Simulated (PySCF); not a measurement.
C3H7BF5N.
Atom-mapped SMILES: `[BH3-:1][NH2+:2][CH2:3][C:4]([F:5])([F:6])[C:7]([F:8])([F:9])[F:10]` (hydrogens: H11, H12, H13 on B1; H14, H15 on N2; H16, H17 on C3)

Structure used (PBE0-D3(BJ)/def2-SVP), in Å, numbered top down from 1:
```xyz
17
C3H7BF5N angstrom
B     -2.5489   -0.3459   -0.3471
N     -1.2519    0.4344    0.2740
C      0.0039   -0.2707    0.0515
C      1.1701    0.4865    0.6447
F      1.2353    1.7230    0.1058
F      0.9900    0.6367    1.9743
C      2.5301   -0.1989    0.4251
F      3.5062    0.5162    0.9535
F      2.7506   -0.3414   -0.8770
F      2.5196   -1.4023    0.9880
H     -2.5739   -1.4282    0.2264
H     -2.3173   -0.4419   -1.5463
H     -3.5092    0.3655   -0.0902
H     -1.3999    0.5708    1.2763
H     -1.2018    1.3679   -0.1401
H      0.1488   -0.4010   -1.0291
H     -0.0651   -1.2683    0.5050
```

All values: PBE0/pcSseg-1 (PySCF, non-relativistic), on one gas-phase PBE0-D3(BJ)/def2-SVP geometry that isn't relaxed in the solvent. The solvent is an IEF-PCM continuum (cavity from Bondi-type radii × 1.2). Only the electrostatic response of the medium enters.

Gas phase at PBE0/pcSseg-1: HOMO -8.09 eV, LUMO 0.29 eV, dipole 3.56 D.

**Question.** What does the continuum do to the energy, the frontier levels and the dipole at PBE0/pcSseg-1 in acetone and dimethylsulfoxide?

**Answer.** 
```tsv
solvent	ε	E(solvent) − E(gas) (kcal/mol)	polarisation term (kcal/mol)	distortion of the solute (kcal/mol)	HOMO (eV)	LUMO (eV)	dipole (D)
acetone	20.49	-11.33	-12.82	1.49	-8.35	1.03	4.16
dimethylsulfoxide	46.83	-11.86	-13.50	1.64	-8.37	1.05	4.18
```

The polarisation term is half the interaction of the solute with the surface charges that it induces; the rest is the cost of distorting the solute's density. The sum is the electrostatic part of solvation alone. From acetone to dimethylsulfoxide the lowering changes by a factor 1.05, Onsager's factor (ε − 1)/(2ε + 1) by 1.04 and ε itself by 2.3.

**Question.** Which radius a makes the point-dipole formula ΔE = −[(ε − 1)/(2ε + 1)]·μ²/a³ give the value in dimethylsulfoxide, with the gas-phase dipole?

**Answer.** μ = 1.400 au and |ΔE| = 0.01890 Eh give a = 1.95 Å; the farthest nucleus lies 3.62 Å from the centroid of the nuclei, so such a sphere wouldn't even hold the nuclei. The formula assumes a rigid point dipole at the centre of a sphere.

**Question.** Give the dipole vector in the frame of the coordinates (D, pointing from negative to positive charge), gas and dimethylsulfoxide.

**Answer.** Gas (2.99, 1.48, 1.24), solvent (3.45, 1.83, 1.51). Its length changes by +18 % and its direction by 2°.

**Question.** Which Hirshfeld charges (PBE0/pcSseg-1) respond most in acetone (means over atoms taken as equivalent)?

**Answer.** 
```tsv
atoms	environment	gas (e)	solvent (e)	change
H14/H15	N–H hydrogen	+0.155	+0.169	+0.014
H11/H12/H13	B–H hydrogen	-0.105	-0.118	-0.013
B1	four-coordinate boron	-0.089	-0.096	-0.007
N2	nitrogen bonded to B, C and 2 H	-0.039	-0.033	+0.006
C4	CF2 carbon	+0.156	+0.161	+0.005
H16/H17	methylene hydrogen	+0.067	+0.072	+0.005
```

**Question.** Which Mayer bond orders change most in acetone?

**Answer.** 
| bond | length (Å) | gas | solvent | change |
| --- | --- | --- | --- | --- |
| B1–N2 | 1.636 | 0.584 | 0.635 | +0.051 |
| N2–H14 | 1.022 | 0.917 | 0.906 | -0.011 |
| N2–H15 | 1.022 | 0.917 | 0.906 | -0.011 |
| C7–F8 | 1.320 | 1.037 | 1.029 | -0.008 |
| C3–C4 | 1.512 | 0.949 | 0.955 | +0.006 |
| C3–H16 | 1.098 | 0.924 | 0.919 | -0.005 |
| C3–H17 | 1.098 | 0.924 | 0.919 | -0.005 |
| C4–C7 | 1.539 | 0.914 | 0.918 | +0.004 |

The run took 63 s wall on Arm Neoverse N1, one thread, shared host with 64 logical CPUs at a one-minute load of 56, and the process peaked at 1.0 GiB of memory. This is the whole shielding run at PBE0/pcSseg-1 in dimethylsulfoxide, SCF included.
